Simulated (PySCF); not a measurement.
Te(I)(OH) (HIOTe), SMILES O[Te]I. The structure is a stationary point at B3LYP-D3(BJ)/def2-SVP. The def2 effective core potentials stand for the cores of I, Te; spin–orbit coupling is left out. Other conformers were not sampled.

These are B3LYP-D3(BJ)/def2-SVP run with PySCF 2.14.0 values and carry that method's errors.

Harmonic wavenumbers (cm⁻¹): 129, 197, 427, 600, 1009, 3781. Rotational constants (GHz): 8.847, 0.9398, 0.8518; symmetry number 1.

Q: Work out the zero-point energy and the ideal-gas rigid-rotor harmonic-oscillator thermochemistry at 298.15 K and 1 atm.

A: ZPE = ½ Σ hcν = ½ × 6143 cm⁻¹ = 36.74 kJ/mol. H − E(el) = 51.19 kJ/mol. Entropy in J/(mol K): translation 178.64, rotation 118.02, vibration 27.32, total 323.98. G − E(el) = -45.41 kJ/mol. Cp = 60.78 J/(mol K). Modes under 150 cm⁻¹ make the vibrational entropy uncertain.
